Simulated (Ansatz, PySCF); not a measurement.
Dimer: HF (SMILES F) (first 2 atoms) with AsH3 (SMILES [AsH3]); geometry from B3LYP-D3(BJ)/def2-TZVP, rigid monomers moved along the line of their centres of mass till H2···As3 is 3.35 Å.
(charge 0, multiplicity 1):
| atom | x (Å) | y (Å) | z (Å) |
|---|---|---|---|
| F | 0.3919 | -0.7698 | -0.4188 |
| H | 0.3315 | -0.4354 | 0.4541 |
| As | 0.1178 | 0.7646 | 3.5775 |
| H | 1.2945 | 1.4234 | 4.2739 |
| H | -0.2327 | -0.1164 | 4.7627 |
| H | -0.8628 | 1.8584 | 3.9592 |

Monomers are frozen at their geometry in the pair; levels with a basis set take the counterpoise correction. Rows marked so take none.

Rows in 6-31G*, STO-3G carry no dispersion term and start afresh at each structure (6-31G* with six Cartesian d functions); the Pople sets are all-electron and without relativity.

Codes used: Ansatz (a quantum-chemistry and plane-wave program); PySCF for 6-31G* rows, STO-3G rows, the dispersion terms. Values without a source in brackets are computed.

### Question
One of these levels gives -8.0 kJ/mol for the interaction energy. Which?
A) BP86/6-31G* (no counterpoise)
B) PBE-D3(BJ)/def2-TZVPPD
C) HF/STO-3G (no counterpoise)

### Answer
A, BP86/6-31G* (no counterpoise). The others give -5.9 (HF/STO-3G (no counterpoise)), -10.4 (PBE-D3(BJ)/def2-TZVPPD)
